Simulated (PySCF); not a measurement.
Te(Br)(GeH3), SMILES [GeH3][Te]Br (PBE0/def2-SVP optimised geometry):

```
6

Te    -1.345    -1.560     2.082
Br    -0.229     0.052     3.679
Ge    -0.492    -0.316     0.000
H     -1.042    -1.117    -1.195
H     -1.044     1.117     0.000
H      1.044    -0.316     0.000
```

Level of theory: PBE0/def2-TZVP, def2 effective core potentials past Kr run with PySCF 2.14.0.

### Question
What are the frontier orbital energies and the dipole moment?

### Answer
HOMO-2 -8.88 eV, HOMO-1 -7.91 eV, HOMO -6.47 eV, LUMO -2.77 eV, LUMO+1 -1.00 eV; dipole moment 2.06 D.

On the same geometry PBE/def2-TZVP, def2 effective core potentials past Kr (PySCF 2.14.0) gives HOMO-2 -7.55 eV, HOMO-1 -6.79 eV, HOMO -5.40 eV, LUMO -3.56 eV, LUMO+1 -1.78 eV; dipole moment 1.88 D.
